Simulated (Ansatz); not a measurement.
```yaml
atoms:
  - { symbol: Cr, position_ang: [0.0000, 0.0000, 0.0000] }
  - { symbol: H, position_ang: [0.0000, 0.0000, 4.1500] }
```

Basis set: pcseg-2 (spherical functions). Some runs use density fitting. Charge 0, multiplicity 6.

Computed with Ansatz (development build ahead of 0.2.0); each method stands on the lowest determinant of its kind that the runs found.

Give the atomization energy at this shape (free ground-state atoms in the same class of orbitals less the molecule, no zero-point energy) of sextet CrH by PBE0 (unrestricted), PBE (unrestricted).

```
             method  atomization energy
PBE0 (unrestricted)          1.7 kJ/mol
 PBE (unrestricted)          2.1 kJ/mol
```

Caution: charge can spread falsely over distant fragments; the shape is not the minimum; the unrestricted determinant is a mixture of spin states.
